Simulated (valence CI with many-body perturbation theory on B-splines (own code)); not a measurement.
## Tl LXI: calculated level list

Computed by configuration interaction combined with many-body perturbation theory (CI+MBPT): three valence electrons over a frozen Dirac-Fock core [Ar], a basis of 7 s, 7 p, 8 d, 6 f, 4 g, 1 h functions for each j, with the one-electron correlation potential Σ1, the two-electron term Σ2, the three-electron term Σ3, Breit, model QED; selected CI, second order for the rest, scaled by the run's own slope (own B-spline code, finite nucleus).

The last digits are not significant, and no measured levels were compared; by estimate large intervals hold to a few tenths of a per cent, small ones and those within an open d or f shell to about a per cent. Excitations out of the core, of the other parity, are not computed and may begin above about 262 eV (a cautious bound); beyond it only levels of the ground parity were kept, without lifetimes. Only levels of the ground parity were solved; by the run's estimate the other parity begins above the list, which can be wrong where configurations are misplaced.

Levels 1 to 19 of 19, with energies above the lowest level, (3d3/2^3) J=3/2. "Leading %" is the weight of the configuration and term that name the level; weights of strongly mixed levels are sums over their largest components and can fall short. In the jj column 3d3/2^4 stands for four electrons in 3d with j = 3/2. Lifetimes count E1, E2, E3, M1 and M2 decay at the calculated energies, and are blank where another channel may lead or the interval is too uncertain; long ones can be off by a factor of two.

```
No.  Configuration  Term     J  E (cm⁻¹)  Leading %  Lifetime  Second component             Leading jj
  1            3d³    ²D   3/2         0         42                 41 % 3d³ ⁴F         3d3/2^3 (99 %)
  2            3d³    ⁴F   5/2    838770         80   76.2 ns       18 % 3d³ ²D  3d3/2^2 3d5/2 (100 %)
  3            3d³    ⁴P   3/2    894080         38   96.3 ns       34 % 3d³ ⁴F  3d3/2^2 3d5/2 (100 %)
  4            3d³    ²H   9/2    924630         48                 41 % 3d³ ²G  3d3/2^2 3d5/2 (100 %)
  5            3d³    ²G   7/2    930370         50   95.1 μs       28 % 3d³ ⁴F   3d3/2^2 3d5/2 (99 %)
  6            3d³    ⁴P   1/2    943190         56    260 ns       44 % 3d³ ²P  3d3/2^2 3d5/2 (100 %)
  7            3d³    ²D   5/2   1163300         49   1.01 μs       27 % 3d³ ⁴P   3d3/2^2 3d5/2 (98 %)
  8            3d³    ⁴F   7/2   1753700         70   44.5 ns       28 % 3d³ ²G   3d3/2 3d5/2^2 (99 %)
  9            3d³    ⁴F   9/2   1796200         49   74.9 ns       40 % 3d³ ²H   3d3/2 3d5/2^2 (99 %)
 10            3d³    ⁴P   3/2   1845900         40   39.3 ns       37 % 3d³ ²D  3d3/2 3d5/2^2 (100 %)
 11            3d³    ²P   1/2   1872700         56   59.3 ns       44 % 3d³ ⁴P  3d3/2 3d5/2^2 (100 %)
 12            3d³    ²H  11/2   1879400        100    196 ns                    3d3/2 3d5/2^2 (100 %)
 13            3d³    ⁴P   5/2   1881800         42   71.2 ns       38 % 3d³ ²D   3d3/2 3d5/2^2 (98 %)
 14            3d³    ²F   7/2   1966400         76    152 ns       21 % 3d³ ²G   3d3/2 3d5/2^2 (99 %)
 15            3d³    ²F   5/2   1969400         46    116 ns       38 % 3d³ ²D   3d3/2 3d5/2^2 (99 %)
 16            3d³    ²D   3/2   2158900         82                 13 % 3d³ ²P   3d3/2 3d5/2^2 (98 %)
 17            3d³    ²G   9/2   2713500         48                 40 % 3d³ ⁴F         3d5/2^3 (99 %)
 18            3d³    ²P   3/2   2840600         44                 39 % 3d³ ²D         3d5/2^3 (99 %)
 19            3d³    ²D   5/2   2931900         58                 22 % 3d³ ²F         3d5/2^3 (98 %)
```

The ionisation energy to 3d² ³F2 of the next ion comes out as 6393.6 eV (NIST: 6392 ± 10 eV (theoretical)). All 19 levels together are meant to be complete up to 2113700 cm⁻¹.
